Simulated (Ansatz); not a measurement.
Start from `[NH2][Sc]([NH2])[Cl]` and change one atom or group to get `[NH2][Sc]([NH2])[F]`.

Ansatz, PBE0-D4/def2-TZVP geometries, multiplicity 1. Each molecule was computed in one conformer, which needn't be the lowest.

Scalar relativity is left out up to krypton.

```tsv
property	`[NH2][Sc]([NH2])[Cl]`
HOMO–LUMO gap (PBE/def2-TZVPP) / eV	3.45
HOMO energy (PBE/def2-TZVPP) / eV	-6.02
HOMO energy (PBE0/def2-TZVPP) / eV	-7.35
ideal-gas entropy at 298 K and 1 bar (rigid rotor, harmonic PBE0-D4/def2-TZVP) / J/(mol·K)	350
LUMO energy (ωB97M-V/def2-TZVPP) / eV	-0.13
HOMO–LUMO gap (ωB97M-V/def2-TZVPP) / eV	9.63
```

**Question.** Give the same properties after the change, and the shifts. (An estimate is asked.)

**Answer.** The calculation gave: 
| property | `[NH2][Sc]([NH2])[F]` | shift |
| --- | --- | --- |
| HOMO–LUMO gap (PBE/def2-TZVPP) / eV | 3.42 | -0.03 |
| HOMO energy (PBE/def2-TZVPP) / eV | -5.75 | 0.27 |
| HOMO energy (PBE0/def2-TZVPP) / eV | -7.09 | 0.26 |
| ideal-gas entropy at 298 K and 1 bar (rigid rotor, harmonic PBE0-D4/def2-TZVP) / J/(mol·K) | 336 | -14 |
| LUMO energy (ωB97M-V/def2-TZVPP) / eV | -0.01 | 0.12 |
| HOMO–LUMO gap (ωB97M-V/def2-TZVPP) / eV | 9.47 | -0.16 |

With PBE0 the HOMO rises by 0.26 eV and the LUMO rises by 0.21 eV, so the gap narrows by about 0.05 eV. PBE moves the HOMO by 0.27 eV and ωB97M-V by 0.27 eV.
